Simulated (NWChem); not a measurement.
# SbH₃Te; SMILES [SbH2][TeH]

```xyz
5

Sb    -0.0088     1.3489    -0.0043
H     -1.2435     1.4493     1.1848
H     -1.1850     1.4603    -1.2507
Te     0.0043    -1.4266    -0.0108
H      1.6685    -1.4325     0.0078
```
Atoms are numbered in this order, from 1.

Level: PBE0/def2-SVP with def2 effective core potentials on Sb, Te (NWChem), optimised geometry, unscaled harmonic frequencies. def2 effective core potentials on Sb, Te; no spin-orbit coupling.

List the harmonic frequencies with IR intensities, and the thermochemistry.


```
frequency (cm⁻¹)  IR intensity (km/mol)
----------------  ---------------------
98                                  0.4
191                                 3.3
496                                26.0
567                                 0.2
654                                 9.3
858                                34.2
1953                              141.7
1957                              145.8
2156                               44.7
```

- zero-point energy: 12.8 kcal/mol
- thermal correction to the enthalpy at 298.15 K (with zero-point energy): 16.3 kcal/mol
- heat capacity Cv: 13.6 cal/(mol K)
- entropy at 298.15 K and 1 atm (symmetry number 1): 76.0 cal/(mol K)

Rigid rotor and harmonic oscillator; modes under 100 cm⁻¹ make the entropy uncertain.
